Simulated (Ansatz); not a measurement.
Basis sets compared for AlH2I. Total charge 0; singlet. Geometry PBE-D4/def2-TZVP. Ansatz on 4 threads of Arm Neoverse V2 on a shared host; times are rough, and most runs start from earlier orbitals.

```xyz
4

Al    0.0178    0.2518    0.0113
H    -0.0654    0.9354    1.4412
H     0.2051    1.0417   -1.3524
I    -0.1574   -2.2289   -0.1001
```

In the def2 sets I takes a core potential; there is no spin–orbit coupling.

Binding counts from free atoms (Al doublet, H doublet, I doublet) in the same basis, without a counterpoise term.

| level | functions | energy (Eh) | HOMO (eV) | LUMO (eV) | binding per atom (eV) | wall time |
| --- | --- | --- | --- | --- | --- | --- |
| PBE-D4/def2-SVP | 54 | -541.1335 | -6.47 | -2.64 | 2.31 | 0.3 s |
| PBE0-D4/def2-SVP | 54 | -541.1884 | -7.62 | -1.93 | 2.31 | 0.5 s |

Task: Estimate the rows for PBE-D4/def2-TZVP, PBE0-D4/def2-TZVP.

Result: 
| level | functions | energy (Eh) | HOMO (eV) | LUMO (eV) | binding per atom (eV) | wall time |
| --- | --- | --- | --- | --- | --- | --- |
| PBE-D4/def2-TZVP | 99 | -541.2311 | -6.55 | -2.64 | 2.30 | 0.45 s |
| PBE0-D4/def2-TZVP | 99 | -541.2837 | -7.67 | -1.90 | 2.31 | 0.8 s |
